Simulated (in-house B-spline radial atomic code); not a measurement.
Configurations of neutral osmium, with energies counted from [Xe] 4f14 (5d3/2)4 (5d5/2)2 6s2. Level of theory: Dirac-Hartree-Fock, average of each configuration as written, Fermi nucleus of rms radius 5.4126 fm; calculated with a B-spline radial code for spherical atoms. Energies include first-order Breit, QED and recoil terms.

Occupations are held fixed; configurations that lie above the ionisation limit could autoionise.

```tsv
configuration	E - E(ref) (eV)	highest orbital	its <r> (bohr)
[Xe] 4f14 (5d3/2)2 (5d5/2)4 6s2	2.0893	6s1/2	3.169
[Xe] 4f14 (5d3/2)2 (5d5/2)5 6s1	2.4103	6s1/2	3.307
[Xe] 4f14 (5d3/2)2 (5d5/2)4 6s1 (6p1/2)1	5.3711	6p1/2	4.39
[Xe] (4f5/2)6 (4f7/2)7 (5d3/2)3 (5d5/2)3 6s2 (7p3/2)1	58.328	7p3/2	12.18
[Xe] (4f5/2)6 (4f7/2)7 (5d5/2)6 6s2 10s1	62.394	10s1/2	43.85
```

(1) Order these further configurations by energy, lowest first.
A. [Kr] 4d10 4f14 5s2 (5p1/2)1 (5p3/2)4 (5d3/2)1 (5d5/2)5 6s2 (7g7/2)1
B. [Kr] (4d3/2)4 (4d5/2)5 4f14 5s2 5p6 (5d5/2)6 6s2 (10d3/2)1
C. [Xe] 4f14 (5d5/2)6 6s2
D. [Xe] 4f14 (5d5/2)6 6s1 (8d3/2)1
E. [Kr] 4d10 4f14 5s2 (5p1/2)2 (5p3/2)3 (5d5/2)6 6s2 (6g9/2)1

(2) How far above the reference does [Xe] 4f14 (5d3/2)4 (5d5/2)2 6s1 (8f7/2)1 lie?

Answers

(1) C (3.1494 eV), D (10.179 eV), E (59.999 eV), A (68.544 eV), B (295.05 eV).

(2) 7.1491 eV; its least bound orbital is 8f7/2 with <r> = 67.39 bohr.
